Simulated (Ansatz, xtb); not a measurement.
Two isomers of B2F2H6N2

We compare I, `F[B@H-]1[NH2+][B@@H-](F)[NH2+]1`, a singlet, with II, `F[B-]1(F)[NH2+][BH2-][NH2+]1`, a singlet. Both are isolated molecules in the gas phase, relaxed with PBE0-D4/def2-SVP.

I (Å):

```yaml
atoms:
  - { symbol: B, position_ang: [-0.3378, -0.4663, 0.9533] }
  - { symbol: B, position_ang: [0.5411, 0.4345, -0.8669] }
  - { symbol: F, position_ang: [-1.6648, -0.6968, 1.2354] }
  - { symbol: F, position_ang: [-0.1084, 0.8984, -1.9879] }
  - { symbol: N, position_ang: [0.0540, -1.0376, -0.4854] }
  - { symbol: N, position_ang: [-0.1044, 1.0358, 0.4642] }
  - { symbol: H, position_ang: [0.4615, -0.7982, 1.8118] }
  - { symbol: H, position_ang: [0.7451, -1.7812, -0.5197] }
  - { symbol: H, position_ang: [-0.7666, -1.3218, -1.0223] }
  - { symbol: H, position_ang: [1.7564, 0.5290, -0.8700] }
  - { symbol: H, position_ang: [-0.9838, 1.5205, 0.2795] }
  - { symbol: H, position_ang: [0.4846, 1.6284, 1.0419] }
```

II (Å):

| atom | x (Å) | y (Å) | z (Å) |
| --- | --- | --- | --- |
| B | 0.0111 | 1.0211 | -0.9416 |
| B | -0.3296 | -0.6720 | 0.4293 |
| F | -1.0038 | 1.6133 | -1.6383 |
| F | 1.2533 | 1.5491 | -1.1516 |
| N | -0.3255 | 0.9214 | 0.6080 |
| N | 0.0080 | -0.5561 | -1.1339 |
| H | 0.4024 | 1.2984 | 1.2104 |
| H | -1.2166 | 1.3415 | 0.8616 |
| H | -1.4350 | -1.1415 | 0.6158 |
| H | 0.5779 | -1.1945 | 1.0461 |
| H | 0.9065 | -0.9353 | -1.4231 |
| H | -0.7129 | -0.8899 | -1.7692 |

Q: Which of the two would you expect CCSD(T)/def2-SVP + ΔMP2/def2-TZVPP electronic energies to favour?

A: Structure II; the calculation gives E(II) − E(I) = −5.4 kcal/mol.

The same difference at several levels:

| level | geometry | E(II) − E(I) (kcal/mol) | departure from the last row (kcal/mol) | job, with rough time for the two |
| --- | --- | --- | --- | --- |
| GFN2-xTB | GFN2-xTB | +1.3 | +6.7 | optimisation, 0.15 s |
| HF/STO-3G | GFN2-xTB | −5.9 | −0.5 | single point, 0.56 s |
| r2SCAN-D4/def2-SVP | GFN2-xTB | −5.7 | −0.3 | single point, 7.2 s |
| PBE0-D4/def2-SVP | PBE0-D4/def2-SVP | −5.5 | −0.1 | optimisation, 53 s |
| HF/def2-SVP | PBE0-D4/def2-SVP | −5.6 | −0.2 | part of the CCSD(T) run |
| MP2/def2-SVP | PBE0-D4/def2-SVP | −5.8 | −0.3 | part of the CCSD(T) run |
| CCSD(T)/def2-SVP | PBE0-D4/def2-SVP | −5.7 | −0.3 | single point |
| CCSD(T)/def2-SVP + ΔMP2/def2-TZVPP | PBE0-D4/def2-SVP | −5.4 |  | single point, 88 s |

As drawn, both hold the same kinds of bond in the same numbers.

GFN2-xTB puts the two in the other order. The largest departure from CCSD(T)/def2-SVP + ΔMP2/def2-TZVPP is that of GFN2-xTB, 6.7 kcal/mol. The last row adds to CCSD(T) the change of the MP2 difference between the two basis sets, here +0.3 kcal/mol.

With thermal terms from frequencies at re-optimised GFN2-xTB minima (ideal gas, soft modes damped towards free rotors, one conformer each, 298.15 K, 1 atm): the zero-point term adds −0.1 kcal/mol; ΔH is −5.4 and ΔG −5.5 kcal/mol.

The correlated steps freeze 6 core orbitals. Mirror images aren't counted in ΔG. Codes used: Ansatz 0.2.0, xtb 6.7.1; the last row on 2 threads of Arm Neoverse N1 on a shared host.
